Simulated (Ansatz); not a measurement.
```yaml
crystal:
  periodic: [false, false, false]
  atoms:
    - {symbol: Cl, position_ang: [-0.445451, -2.179121, 0.848271]}
    - {symbol: Ga, position_ang: [-2.195724, -0.943085, 0.091201]}
    - {symbol: C, position_ang: [0.688603, 0.760123, -0.242203]}
    - {symbol: O, position_ang: [-0.489769, 0.889657, -0.455161]}
    - {symbol: H, position_ang: [1.091532, -0.164669, 0.202665]}
    - {symbol: H, position_ang: [1.393008, 1.572996, -0.491073]}
basis:
  gaussian: {orbitals: aug-pcseg-2}
total_charge: 1
magnetization: {spin_polarized: true, initial_magnetization: 1}
hamiltonian: {xc: {name: r2SCAN}}
scf: {lower_state_search: off}
kpoints: {mp_grid: {grid: [2, 2, 2]}}
```

```sh
$ ansatz run in.yaml --threads 2 --pin off --events-out ev --progress --plain --max-ram 4352MiB
```

Question: How does Ansatz answer? (An estimate is asked.)

Answer: Ansatz gave: The input was rejected before any iteration.
```
Error: invalid value for `basis.gaussian`: such a run doesn't read kpoints; remove what it names
```
